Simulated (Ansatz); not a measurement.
Li2Al3, relaxed as a doublet with UKS B3LYP-D4/def2-TZVP in Ansatz, starting from the GFN2-xTB geometry. Force threshold 0.02 eV/Å.

Another isomer (quartet) lies 0.05 eV lower at PBE0-D4/def2-TZVP; other spin states weren't run for this one.

Start:

```tsv
atom	x (Å)	y (Å)	z (Å)
Al1	-0.808	-0.365	1.111
Al2	0.634	1.541	2.089
Al3	1.031	0.896	-0.379
Li4	0.392	-1.791	-1.117
Li5	-1.249	-0.282	-1.704
```

| step | energy (eV) | largest force component (eV/Å) | SCF passes |
| --- | --- | --- | --- |
| 1 | -20200.5676 | 1.157 | 113 |
| 2 | -20201.0558 | 0.549 | 50 |
| 3 | -20201.2680 | 0.177 | 39 |
| 4 | -20201.3267 | 0.184 | 34 |
| 5 | -20201.3433 | 0.120 | 28 |
| 6 | -20201.3465 | 0.089 | 29 |
| 7 | -20201.3488 | 0.021 | 30 |
| 8 | -20201.3491 | 0.005 | 23 |
| 9 | -20201.3494 | 0.012 | 30 |
| 10 | -20201.3534 | 0.073 | 27 |
| 11 | -20201.3609 | 0.161 | 27 |
| 12 | -20201.3760 | 0.214 | 31 |
| 13 | -20201.3961 | 0.173 | 32 |
| 14 | -20201.4089 | 0.110 | 29 |
| 15 (rejected) | -20201.4040 | 0.125 | 36 |
| 16 | -20201.4109 | 0.013 | 31 |
| 17 | -20201.4114 | 0.023 | 31 |
| 18 (rejected) | -20201.3908 | 0.168 | 31 |
| 19 (rejected) | -20201.3995 | 0.269 | 32 |
| 20 | -20201.4126 | 0.020 | 30 |

Force components are those of the run's own axes.

End:

Cartesian coordinates in Å:
```
Al -0.293 -0.647 1.004
Al -0.143 1.867 1.801
Al 1.264 0.391 -0.611
Li 0.641 -2.181 -1.080
Li -1.469 0.571 -1.114
```

Bonds lost: Al2–Al3, Li4–Li5 (atoms count from 1).

The force fell under the threshold at step 8, but the optimiser went on and released 0.064 eV more. No frequencies were taken in this run, so the end may be a saddle point.

Hardware: 2 threads of Arm Neoverse V1 on a shared host. Wall time 93 s.
